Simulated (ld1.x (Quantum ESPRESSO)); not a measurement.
**Which setting gave this result? (Mo (Z = 42), TM)**

Base potential:

```
Element                 : molybdenum (Mo)
Generator               : ld1.x (Quantum ESPRESSO) 7.5
Type                    : norm-conserving Troullier–Martins (Kleinman–Bylander form)
Functional              : PBE
Relativity              : scalar-relativistic
Frozen core             : [Ar] 3d10
Valence charge          : 14
Reference configuration : 4s2 4p6 4d5 5s0.75 5p0.25
Partial waves           : 4s (bound): rc 1.70 bohr; 4d (bound): rc 2.30 bohr; 4p (bound): rc 1.85 bohr
Local potential         : the p channel
Core correction         : none
```

Occupied shells without a wave of their own: 5p, 5s. They enter only through the test configuration that unscreens the potential.

Cutoffs, loose and tight: the cutoffs (Ry, on a coarse ladder) from which the occupation-weighted sum of valence levels, in a spherical-Bessel basis at the reference potential, stays within 10 and 1 mRy of its value at 400 Ry. They do not see the model core or the augmentation charge, which bear on the density cutoff. Test errors are all-electron minus pseudo excitation energies from the reference, over the configurations 4s2 4p6 4d5 5s1 5p0; 4s2 4p6 4d5 5s0 5p0; 4s2 4p6 4d4 5s0 5p0; 4s2 4p6 4d4 5s1 5p1; 4s2 4p6 4d4 5s2 5p0; 4s2 4p6 4d5.5 5s0.5 5p0; 4s2 4p6 4d5 5s0.5 5p0; variants that change the core or the reference have their own tests.

Only the scale of all radii (base = 1) is moved:

```csv
scale of all radii (base = 1),"cutoff, loose","cutoff, tight",bound ghosts,largest test error (meV),median size of the test errors
0.76,90 Ry,160 Ry,none,-81,34.9 meV
0.89,70 Ry,100 Ry,none,-303,104.2 meV
0.95,50 Ry,70 Ry,none,-491,161.5 meV
1.16,30 Ry,50 Ry,none,-1172,353.8 meV
1.27,30 Ry,45 Ry,none,-1632,449.5 meV
1.37,25 Ry,45 Ry,none,-2115,514.4 meV
```

**Question.** One more run gave cutoff, loose: 35 Ry; cutoff, tight: 55 Ry; bound ghosts: none; largest test error (meV): -954; median size of the test errors: 297.4 meV. Which value of the scale of all radii (base = 1) was used?

**Answer.** 1.09. The median size of the test errors moves one way along this sweep, from 34.9 meV at 0.76 to 514.4 meV at 1.37, which places the run between 0.95 and 1.16.
